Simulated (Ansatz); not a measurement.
Reaction R1 → 2 P1, each structure at its B3LYP-D3(BJ)/def2-TZVP stationary point, reached from a drawn start (curvature not checked).
R1, I2 (SMILES II) (charge 0, multiplicity 1):
```xyz
2

I      0.000     0.000    -1.347
I      0.000     0.000     1.347
```
P1: I atom, charge 0, multiplicity 2.

P less R. No zero-point or thermal terms; singlets are restricted closed shells; open shells are unrestricted; no spin–orbit coupling.

Cores are frozen in the correlated methods. In cc and def2 sets filled d and f shells under p-block atoms count as core.

Codes used: Ansatz (an electronic-structure program) with Gaussian orbitals. All values are computed, each at the level named. Elements past Kr take the def2 small-core potentials, without spin–orbit coupling.

PBE/def2-TZVPP gives 50.81 kcal/mol for the reaction energy.

Task: Predict the shift from PBE, with its sign, for: r2SCAN/def2-TZVPP, B3LYP/def2-TZVPP, wB97M-V/def2-TZVPP, B2PLYP/def2-TZVPP, MP2/def2-QZVPP, CCSD(T)/def2-QZVPP.

Result: r2SCAN/def2-TZVPP -4.57; B3LYP/def2-TZVPP -7.75; wB97M-V/def2-TZVPP -8.66; B2PLYP/def2-TZVPP -8.52; MP2/def2-QZVPP -3.78; CCSD(T)/def2-QZVPP -6.21 kcal/mol. 0 of 6 lie above PBE; the widest gap is to wB97M-V/def2-TZVPP.
